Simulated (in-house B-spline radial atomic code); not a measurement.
## KLI/ALDAx excitations of Ar VII (Ar6+)

Method: KLI/ALDAx. Computed with a B-spline radial code for spherical atoms: linear response of the closed shell [Ne] 3s2 with the adiabatic LDA exchange kernel on the exchange-only KLI potential; non-relativistic, point nucleus, no spin-orbit coupling, no double excitations, S, P, D and F terms only.

Command:
```bash
python run_td.py task.json out
```
Settings (radii: box in bohr, nucleus in fm):
```
Z                        18
electrons                12
configuration            [Ne] 3s2
hamiltonian              nr
method                   kli
box_radius               14.35
intervals                70
```

Time taken, with all properties: 0.3 s on 1 thread of Intel(R) Xeon(R) Platinum 8259CL CPU @ 2.50GHz (Skylake/Cascade Lake), on a shared host.

The lowest states, in the order of their Tamm-Dancoff energies; the method's threshold (minus the highest occupied level) is 121.98 eV. Labels give the largest channel, * marks a mixed state, and oscillator strengths are full-response dipole values. Semilocal kernels can invert the small singlet-triplet splittings of Rydberg terms. Energies in eV:

| state | full response | Tamm-Dancoff | oscillator strength |
| --- | --- | --- | --- |
| 3s → 3p 3P | 12.977 | 13.363 | - |
| 3s → 3p 1P | 21.243 | 22.104 | 1.16 |
| 3s → 3d 3D | 37.14 | 37.27 | - |
| 3s → 3d 1D | 40.97 | 40.98 | - |
| 3s → 4s 3S | ? | ? | - |
| 3s → 4s 1S | 63.50 | 63.54 | - |
| 3s → 4p 3P | 67.66 | 67.67 | - |
| 3s → 4p 1P | 68.49 | 68.53 | 0.202 |
| 3s → 4d 3D | ? | ? | - |
| 3s → 4d 1D | 76.49 | 76.49 | - |

(1) Where does 3s → 4s 3S lie?

(2) Where does 3s → 4d 3D lie?

(3) How large is the singlet-triplet splitting of 3s → 3p (P terms) in Tamm-Dancoff?

(4) What polarisabilities and dispersion coefficient does the method give?

## Answers

(1) At 61.63 eV in full response, 61.64 eV in Tamm-Dancoff.

(2) At 76.03 eV in full response, 76.05 eV in Tamm-Dancoff.

(3) 8.74 eV, from the unrounded values.

(4) Dipole 1.996 bohr³, quadrupole 1.797 bohr⁵, C6 2.51 hartree·bohr⁶ for two such species.
